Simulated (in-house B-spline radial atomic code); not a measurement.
Results of a calculation; reference values are marked as such.
Making a Troullier-Martins d channel for Te, r_c = 0.81 bohr

Te, [Kr] 4d10 5s2 5p4, non-relativistic LDA (VWN5), spherical and spin-unpolarised, from an all-electron radial atomic-structure program (B-spline basis) (atomic units). The all-electron 4d level is ε = -1.608382 hartree, its outermost node lies just inside 0.37 bohr and its outer maximum at 0.81 bohr.

Inside r_c the pseudo-orbital is u(r) = r^3 exp(p(r)), with p = c0 + c2 r² + c4 r⁴ + … + c12 r¹². The seven coefficients follow from p and its first four derivatives at r_c, from zero curvature of the screened potential at the origin, c4 = −c2²/(2l + 5), and from the norm inside r_c. At r_c the all-electron orbital has P = 1.11404, P' = -0.01984134, the screened potential V = -9.267326, V' = 26.12505, V'' = -97.66043, and the norm inside is Q = 0.3702398.

What are p, p' and p'' at r_c?

p = ln(P/r_c^3) = ln(1.11404/0.531441) = 0.74016. p' = P'/P − 3/r_c = -0.01781 − 3.70370 = -3.72151. The radial equation gives p'' = 2(V − ε) − 2(3) p'/r_c − p'² = -15.31789 − (-27.56677) − 13.84967 = -1.60078. Differentiating, p''' = 2V' + 2(3)p'/r_c² − 2(3)p''/r_c − 2p'p'' = 18.16, and p'''' = 2V'' − 4(3)p'/r_c³ + 4(3)p''/r_c² − 2(3)p'''/r_c − 2p''² − 2p'p''' = -145.04.

For a trial c2 the five matching conditions are linear in c0, c6, c8, c10 and c12, and c2 is varied until the norm inside r_c equals Q. The root nearest zero gives:

| n | c_n |
| --- | --- |
| 0 | 2.710781 |
| 2 | -3.890218 |
| 4 | -1.681533 |
| 6 | 17.64159 |
| 8 | -37.01265 |
| 10 | 33.80765 |
| 12 | -11.6417 |

Check c4 and p(r_c), and find the screened pseudopotential at the origin.

−c2²/9 = -1.68153, as listed. The terms c_n r_c^n are 2.71078, -2.55237, -0.72384, 4.98251, -6.85852, 4.11022, -0.92862, which sum to 0.74016. Inverting the radial equation, V_l(r) = ε + 3 p'/r + (p'' + p'²)/2, so V_l(0) = ε + (2l + 3) c2 = -1.608382 + 7 × (-3.89022) = -28.8399 hartree, finite where the all-electron potential diverges.

Orbitals and screened potentials:

```csv
r (bohr),P,u,V all-electron,V pseudo
0.081,-0.2527,0.007791,-452.5,-28.81
0.202,-0.599,0.1056,-123.3,-27.96
0.324,-0.1992,0.3393,-56.48,-24.49
0.446,0.3931,0.6305,-31.8,-18.81
0.567,0.8296,0.8853,-19.96,-14.1
0.688,1.055,1.058,-13.33,-11.86
0.81,1.114,1.114,-9.267,-9.267
```

Logarithmic derivatives P'/P at R = 1.11 bohr, for energies E around ε:

```json
{"E − ε (hartree)": "-0.5", "all-electron": "-0.344329", "pseudo": "-0.345165"}
{"E − ε (hartree)": "-0.25", "all-electron": "-0.681486", "pseudo": "-0.681734"}
{"E − ε (hartree)": "-0.1", "all-electron": "-0.905802", "pseudo": "-0.905845"}
{"E − ε (hartree)": "0", "all-electron": "-1.06606", "pseudo": "-1.06605"}
{"E − ε (hartree)": "0.1", "all-electron": "-1.23592", "pseudo": "-1.23597"}
{"E − ε (hartree)": "0.25", "all-electron": "-1.51104", "pseudo": "-1.51141"}
{"E − ε (hartree)": "0.5", "all-electron": "-2.03475", "pseudo": "-2.03661"}
```

With P(R) = 0.9183568 and a norm of 0.6953569 inside R, what slope in energy does norm conservation fix?

d(P'/P)/dE = −2 × (norm inside R)/P(R)² = -1.6490 per hartree·bohr at E = ε, for both atoms, since orbital and norm agree at R. Differences over ±0.1 hartree give -1.6506 (all-electron) and -1.6506 (pseudo), which also hold third-order terms. Half a hartree below ε the two curves differ by -0.0008.
